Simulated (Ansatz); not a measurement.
Gas-phase electronic energies from Ansatz, PBE0-D4/def2-TZVP geometries. CBS: MP2 limit from def2 TZ/QZ plus the TZ coupled-cluster correction, frozen cores. This one scheme is used for every species. Functionals use def2-TZVPP. B3LYP here is the variant with VWN-RPA as its local correlation; programs differ in this. One conformer a species, not always the lowest.

`[CH3][Al]([SH])[SH]` + `NC([SiH3])S` → `CNC([SiH3])S` + `[SH][AlH][SH]`  (substitution at a C–Al bond)

`[CH3][Al]([SH])[SH]`:

Z-matrix (Å, degrees):
```
C
Al 1 1.943
H 1 1.094 2 110.8
H 1 1.094 2 110.5 3 -118.7
H 1 1.092 2 112.2 3 120.8
S 2 2.185 1 122.4 3 54.8
S 2 2.185 1 123.8 3 -125.4
H 6 1.344 2 92.6 1 -0.2
H 7 1.344 2 92.8 1 0.2
```

`NC([SiH3])S`:

```xyz
11

N     0.446   -0.825   -1.204
C    -0.486   -0.075   -0.385
Si    0.149    0.077    1.390
S    -0.750    1.589   -1.052
H     0.544   -1.775   -0.866
H     0.136   -0.856   -2.169
H    -1.513   -0.476   -0.363
H    -0.916    0.651    2.250
H     1.350    0.949    1.401
H     0.522   -1.270    1.912
H     0.519    2.012   -0.915
```

`CNC([SiH3])S`:

Cartesian coordinates in Å:
```
C 1.124 -1.152 -1.016
N -0.181 -0.526 -0.948
C -0.190 0.701 -0.175
Si -0.268 0.382 1.693
S -1.599 1.745 -0.614
H 1.914 -0.486 -1.401
H 1.069 -2.031 -1.661
H 1.431 -1.491 -0.024
H -0.526 -0.326 -1.879
H 0.672 1.357 -0.397
H -0.051 1.660 2.415
H -1.610 -0.169 2.010
H 0.769 -0.594 2.132
H -2.555 0.929 -0.135
```

`[SH][AlH][SH]`:

Cartesian coordinates in Å:
```
S 0.164 0.757 1.962
Al -0.052 0.079 -0.096
S 0.623 -1.949 -0.513
H -0.360 1.963 1.677
H -0.662 1.002 -1.219
H 0.287 -1.852 -1.811
```

Task: Is it downhill or uphill in electronic energy at CCSD(T)/CBS, and by how much? (Best estimate.)

Result: The calculation gave: Uphill: ΔE = +75.3 kJ/mol.

Task: What do these levels give: PBE-D4, r2SCAN-D4, ωB97X-V, r2SCAN, B3LYP, HF/def2-TZVPP, CCSD(T)/def2-TZVPP, HF/def2-QZVPP, MP2/def2-QZVPP, HF/CBS(def2), MP2/CBS(def2), CCSD/CBS(def2)? (An estimate is asked.)

Result: Computed: PBE-D4 73.4, r2SCAN-D4 77.9, ωB97X-V 70.6, r2SCAN 78.4, B3LYP 75.3, HF/def2-TZVPP 69.4, CCSD(T)/def2-TZVPP 72.7, HF/def2-QZVPP 69.5, MP2/def2-QZVPP 77.7, HF/CBS(def2) 69.5, MP2/CBS(def2) 78.7, CCSD/CBS(def2) 75.5 kJ/mol.

Largest T1 diagnostic among the species: 0.011.

In def2-TZVPP, CCSD(T) changes the Hartree–Fock value by +3.3 kJ/mol (the triples alone add −0.2 kJ/mol) and MP2 by +6.8 kJ/mol.
